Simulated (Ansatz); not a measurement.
A first, cheap relaxation of `[SiH3]C1=C(Cl)B1`.

```yaml
crystal:
  periodic: [false, false, false]
  atoms:
    - {symbol: Si, position_ang: [-1.480100, 0.118900, -0.357500]}
    - {symbol: C, position_ang: [0.230300, -0.067700, 0.108900]}
    - {symbol: C, position_ang: [1.561100, -0.091400, -0.273100]}
    - {symbol: Cl, position_ang: [2.892200, 0.051600, -1.510400]}
    - {symbol: B, position_ang: [1.251400, -0.302700, 1.160900]}
    - {symbol: H, position_ang: [-1.880400, 1.603800, -0.270600]}
    - {symbol: H, position_ang: [-1.694100, -0.292400, -1.749000]}
    - {symbol: H, position_ang: [-2.346600, -0.602400, 0.526500]}
    - {symbol: H, position_ang: [1.554800, -0.464000, 2.347300]}
basis:
  gaussian: {orbitals: def2-SVP}
hamiltonian: {xc: pbe, dispersion: d4}
relax: {f_tol: 0.03, max_steps: 200}
```

```sh
$ ansatz run in.yaml --threads 2 --pin off --events-out ev --progress --plain --max-ram 4352MiB
```

Output, abridged:

```
Functional definition: PBE
  name "PBE"
  cite "Perdew, Burke & Ernzerhof, Phys. Rev. Lett. 77, 3865 (1996) doi:10.1103/PhysRevLett.77.3865"
  parent pbe
  parameter kappa = 0.804
  parameter beta = 0.06672455060314922
  exchange = pbe_x(kappa = kappa, mu = beta*pi^2/3)
  correlation = pbe_c(beta = beta)
mean field -23191.77928670 eV, -852.2821688338 hartree, gradient 3.1e-5 eV, S^2 0.000000; 0 other end points of the search recorded, 0 dependent functions left out
the calculation of the forces begins
relax step   1: F+E_penalty+E_count = -23191.99450637 eV  Δ(F+E_penalty+E_count) = +0.000e0 eV  max|allowed force component| = 1.928e0 eV/Å  Δτ_max = 0.0000 Å  (29 SCF iters, accepted)
these checks for a lower state are left out or cut short: starts, cluster_reference, orbital_swaps, neighbouring_geometries, increment
mean field -23192.13515588 eV, -852.2952467849 hartree, gradient 2.5e-5 eV, S^2 0.000000; 0 other end points of the search recorded, 0 dependent functions left out
the calculation of the forces begins
relax step   2: F+E_penalty+E_count = -23192.35155833 eV  Δ(F+E_penalty+E_count) = -3.571e-1 eV  max|allowed force component| = 1.219e0 eV/Å  Δτ_max = 0.1436 Å  (30 SCF iters, accepted)
these checks for a lower state are left out or cut short: starts, cluster_reference, orbital_swaps, neighbouring_geometries, increment
mean field -23192.25854425 eV, -852.2997812236 hartree, gradient 1.8e-5 eV, S^2 0.000000; 0 other end points of the search recorded, 0 dependent functions left out
the calculation of the forces begins
relax step   3: F+E_penalty+E_count = -23192.47753200 eV  Δ(F+E_penalty+E_count) = -1.260e-1 eV  max|allowed force component| = 3.153e-1 eV/Å  Δτ_max = 0.1656 Å  (30 SCF iters, accepted)
these checks for a lower state are left out or cut short: starts, cluster_reference, orbital_swaps, neighbouring_geometries, increment
mean field -23192.26539881 eV, -852.3000331241 hartree, gradient 1.8e-5 eV, S^2 0.000000; 0 other end points of the search recorded, 0 dependent functions left out
the calculation of the forces begins
relax step   4: F+E_penalty+E_count = -23192.48437101 eV  Δ(F+E_penalty+E_count) = -6.839e-3 eV  max|allowed force component| = 1.356e-1 eV/Å  Δτ_max = 0.0311 Å  (31 SCF iters, accepted)
these checks for a lower state are left out or cut short: starts, cluster_reference, orbital_swaps, neighbouring_geometries, increment
mean field -23192.26837859 eV, -852.3001426289 hartree, gradient 1.9e-5 eV, S^2 0.000000; 0 other end points of the search recorded, 0 dependent functions left out
the calculation of the forces begins
relax step   5: F+E_penalty+E_count = -23192.48800356 eV  Δ(F+E_penalty+E_count) = -3.633e-3 eV  max|allowed force component| = 8.224e-2 eV/Å  Δτ_max = 0.0548 Å  (30 SCF iters, accepted)
these checks for a lower state are left out or cut short: starts, cluster_reference, orbital_swaps, neighbouring_geometries, increment
mean field -23192.26296542 eV, -852.2999436989 hartree, gradient 1.7e-5 eV, S^2 0.000000; 0 other end points of the search recorded, 0 dependent functions left out
the calculation of the forces begins
relax step   6: F+E_penalty+E_count = -23192.48323467 eV  Δ(F+E_penalty+E_count) = +4.769e-3 eV  max|allowed force component| = 3.569e-1 eV/Å  Δτ_max = 0.0291 Å  (30 SCF iters, rejected (line search))
these checks for a lower state are left out or cut short: starts, cluster_reference, orbital_swaps, neighbouring_geometries, increment
mean field -23192.26913297 eV, -852.3001703519 hartree, gradient 1.8e-5 eV, S^2 0.000000; 0 other end points of the search recorded, 0 dependent functions left out
the calculation of the forces begins
relax step   7: F+E_penalty+E_count = -23192.48910498 eV  Δ(F+E_penalty+E_count) = -1.101e-3 eV  max|allowed force component| = 1.845e-2 eV/Å  Δτ_max = 0.0142 Å  (30 SCF iters, accepted)
these checks for a lower state are left out or cut short: starts, cluster_reference, orbital_swaps, neighbouring_geometries, increment
mean field -23192.26899114 eV, -852.3001651398 hartree, gradient 1.9e-5 eV, S^2 0.000000; 0 other end points of the search recorded, 0 dependent functions left out
the calculation of the forces begins
relax step   8: F+E_penalty+E_count = -23192.48960049 eV  Δ(F+E_penalty+E_count) = -4.955e-4 eV  max|allowed force component| = 3.991e-2 eV/Å  Δτ_max = 0.0388 Å  (30 SCF iters, accepted)
these checks for a lower state are left out or cut short: starts, cluster_reference, orbital_swaps, neighbouring_geometries, increment
mean field -23192.26942034 eV, -852.3001809128 hartree, gradient 1.8e-5 eV, S^2 0.000000; 0 other end points of the search recorded, 0 dependent functions left out
the calculation of the forces begins
relax step   9: F+E_penalty+E_count = -23192.49000216 eV  Δ(F+E_penalty+E_count) = -4.017e-4 eV  max|allowed force component| = 5.827e-3 eV/Å  Δτ_max = 0.0152 Å  (32 SCF iters, accepted)
mean field -23192.26942034 eV, -852.3001809128 hartree, gradient 2.1e-5 eV, S^2 0.000000; 1 other end points of the search recorded, 0 dependent functions left out
the calculation of the forces begins
Total energy: -23192.49003938 eV, -852.3082885127 hartree
Atom 0 at    -1.463488     0.150517    -0.412303 Å, force    -0.000887    -0.002695     0.004674 eV/Å
Atom 1 at     0.277745    -0.073519     0.230649 Å, force     0.000949    -0.000520     0.005827 eV/Å
Atom 2 at     1.586020    -0.099149    -0.168881 Å, force     0.001279     0.001810    -0.002106 eV/Å
Atom 3 at     2.468972     0.048433    -1.626174 Å, force     0.000600    -0.001218     0.001774 eV/Å
Atom 4 at     1.347128    -0.287037     1.275217 Å, force    -0.000948    -0.000972    -0.004736 eV/Å
Atom 5 at    -1.808677     1.610495    -0.305024 Å, force     0.000317     0.000314     0.000293 eV/Å
Atom 6 at    -1.557023    -0.277018    -1.850165 Å, force    -0.000236     0.000401    -0.001959 eV/Å
Atom 7 at    -2.424368    -0.648876     0.419653 Å, force     0.001430     0.001262    -0.001804 eV/Å
Atom 8 at     1.662293    -0.470147     2.420027 Å, force    -0.002503     0.001620    -0.001962 eV/Å
Dipole moment:    -0.147705     0.016015    -0.033263 e Å
```

Run time 45 s (2 threads of an Intel Xeon on a shared host); peak host memory 0.16 GiB.
